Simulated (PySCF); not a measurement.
Dipole response of Te²⁺ (tellurium, charge +2)

[Kr] 4d10 5s2 5p2, high-spin 3P determinant. Calculation: PySCF 2.14, in ANO-RCC-VTZP; scalar relativity by spin-free X2C-1e. Coupled (time-dependent) response in atomic units; α is the mean over directions. The basis has no added diffuse functions, which lowers α and C₆.

```csv
method,mean α (bohr³),"α xx, yy, zz",C₆ (like pair),S(−4)
HSE06,13.78,"14.33, 13.50, 13.50",94.44,40.30
```

S(−4) is the Cauchy moment in α(ω) = α(0) + S(−4) ω² + …

Spin-orbit coupling is absent.

α(iu) at HSE06:

```
u (hartree)  α(iu) (bohr³)
          0          13.78
     0.0500          13.68
      0.100          13.39
      0.200          12.37
      0.300          11.01
      0.500          8.317
      0.750          5.853
       1.00          4.314
       1.50          2.688
       2.00          1.891
       3.00          1.124
       5.00         0.5434
```

A single London oscillator, α(iu) = α/(1 + u²/ω²), gives C₆ = (3/4) ω α². Matching the computed C₆ needs ω = 4 × 94.44 / (3 × 13.78²) = 0.663 hartree.

For an ion, C₆ is the dispersion term alone; charge-induced terms of lower order in 1/R come first.

The components differ because the open shell of this determinant is not spherical; for a pure term their mean is the scalar polarisability.
